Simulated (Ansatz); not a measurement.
Basis-set extrapolation for C$_{2}$H$_{6}$BCl, SMILES `CB(C)Cl` (PBE0-D4/def2-TZVP geometry, frozen core, Ansatz 0.2.0). Multiplicity 1, RHF reference.

```json
{"": "HF", "def2-TZVPP": "-563.526319", "def2-QZVPP": "-563.543819"}
{"": "MP2 correlation", "def2-TZVPP": "-0.644773", "def2-QZVPP": "-0.692893"}
{"": "CCSD(T) correlation", "def2-TZVPP": "-0.721927", "def2-QZVPP": "not run"}
```

Energies in hartree. Use E(X) = E(∞) + A·exp(−7.88·√X) for Hartree–Fock and E(X) = E(∞) + B·X^(−2.97) for correlation, with X = 3 and 4, and add CCSD(T) minus MP2 of the smaller set to the MP2 limit.

What is the CCSD(T) energy at the basis-set limit?

HF limit: -563.543819 + (-0.017500) × 0.13774 = -563.54623. MP2 limit: -0.692893 + (-0.048120) × 0.74074 = -0.72854. Higher-order term: -0.721927 − (-0.644773) = -0.07715. Total: -564.35192 hartree, 65.1 kcal/mol below CCSD(T)/def2-TZVPP.
